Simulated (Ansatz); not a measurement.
Ag₂Br⁺. Total charge 1; singlet. Geometry PBE0-D4/def2-TZVP, basis def2-TZVP, Ansatz.

```xyz
3

Ag   -0.9699   -0.0200    1.8733
Ag    0.9727    0.9341   -1.6222
Br   -0.0027   -0.9141   -0.2510
```

```json
{"run": "A", "HOMO (eV)": "-14.67", "LUMO (eV)": "-5.40"}
{"run": "B", "HOMO (eV)": "-12.08", "LUMO (eV)": "-7.89"}
{"run": "C", "HOMO (eV)": "-14.58", "LUMO (eV)": "-5.62"}
{"run": "D", "HOMO (eV)": "-12.47", "LUMO (eV)": "-7.52"}
{"run": "E", "HOMO (eV)": "-11.53", "LUMO (eV)": "-8.22"}
{"run": "F", "HOMO (eV)": "-11.38", "LUMO (eV)": "-8.60"}
```

In the def2 sets Ag takes a core potential; there is no spin–orbit coupling. HSE06 is defined as in plane-wave codes, on full-range PBE exchange. The structure comes from a short search, and lower isomers may exist.

**Question.** The runs used HSE06, PBE, PBE0, r2SCAN, ωB97M-V, ωB97X-V. Estimate which is which.

**Answer.** A ωB97X-V (range-separated); B HSE06 (range-separated); C ωB97M-V (range-separated); D PBE0 (25 % exact exchange); E r2SCAN (0 % exact exchange); F PBE (0 % exact exchange). Exact exchange lowers occupied and raises empty levels; among semilocal functionals meta-GGAs tend to open the gap a little, and such runs are hard to tell apart. The gap grows from 2.79 eV (PBE) to 9.28 eV (ωB97X-V).
